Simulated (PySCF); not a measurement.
## Niobium: a sound run and one with changed settings

Sound run: Nb [Kr] 4d4 5s1, Nb⁺ [Kr] 4d4. Calculation: PySCF 2.14, in x2c-TZVPall (8s6p6d1f, 63 functions); scalar relativity by spin-free X2C-1e. In the sound run the correlated levels freeze [Kr]. The sound run starts from symmetry-adapted Hartree-Fock orbitals and uses a fine grid where one is needed.

Changed run: initial guess atom, at most 50 SCF cycles.

```
species  method  sound run (hartree)  changed run (hartree)  converged
     Nb     UHF          -3817.23462            -3817.23462        yes
     Nb    BP86          -3819.80798            -3819.80496         no
     Nb   B3LYP          -3819.38179            -3819.38226        yes
     Nb     MP2          -3817.27521            -3817.27521        yes
    Nb⁺     UHF          -3817.01435            -3817.01153        yes
    Nb⁺    BP86          -3819.54158            -3819.54158        yes
    Nb⁺   B3LYP          -3819.12743            -3819.12743        yes
```

Ionisation energy of Nb:

| method | sound run (eV) | changed run (eV) |
| --- | --- | --- |
| B3LYP | 6.921 | 6.934 |

The plain start fixes occupations by D2h representation alone, and Nb⁺ at UHF landed in another state (other ⟨L²⟩ or ⟨S²⟩). 

For comparison, NIST gives 6.759 eV between the lowest levels.
